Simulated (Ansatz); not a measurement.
Ansatz results at the PBE0-D4/def2-TZVP geometry: HOMO–LUMO gap (ωB97M-V/def2-TZVPP) 8.25 eV; zero-point energy (PBE0-D4/def2-TZVP) 7.7 kJ/mol; ideal-gas entropy at 298 K and 1 bar (rigid rotor, harmonic PBE0-D4/def2-TZVP) 374 J/(mol·K).

Problem. Which molecule gave them?
A. `[KH]`
B. `IP(I)I`
C. `O=c1ccocc1`
D. `ClCCCCCl`

Solution. B. The others give `O=c1ccocc1`: 10.48, 213.1, 303; `ClCCCCCl`: 13.23, 303.5, 367; `[KH]`: 5.89, 5.8, 198.
